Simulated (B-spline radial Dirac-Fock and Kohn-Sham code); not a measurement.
ΔSCF core binding energies without Breit or QED terms, calculated with a radial B-spline solver.

A sound run for the Hf atom in the configuration [Xe] 4f14 5d2 6s2: The ground state converged in 12 iterations, with total energy -15088.73592 Ha, virial ratio 1.89451 and highest orbital energy -6.41 eV. ΔSCF binding energies: K (1s) 65665.2 eV, L3 (2p3/2) 9591.6 eV, M5 (3d5/2) 1670.1 eV.

A second run, with one unsound setting: The ground state converged in 10 iterations, with total energy -14823.53088 Ha, virial ratio 1.88883 and highest orbital energy -6.03 eV. ΔSCF binding energies: K (1s) 66138.8 eV, L3 (2p3/2) 10062.3 eV, M5 (3d5/2) 1960.5 eV.

```
iter   energy (Ha)        error
   1   -14811.29451422  6.44e+00
   2   -14823.05808956  8.78e-01
   3   -14823.44570956  3.65e-01
   4   -14823.51553323  1.51e-01
   5   -14823.53041962  2.65e-02
   6   -14823.53087669  6.04e-04
   7   -14823.53088155  1.38e-04
   8   -14823.53088184  1.48e-05
   9   -14823.53088185  3.10e-06
  10   -14823.53088185  4.60e-07
```

Q: Which fault fits the second run best?
A. mesh too coarse
B. tolerance below the noise
C. overfilled shell
D. damping too heavy

A: A. The input had h = 1.3: h is too large to resolve the orbitals.
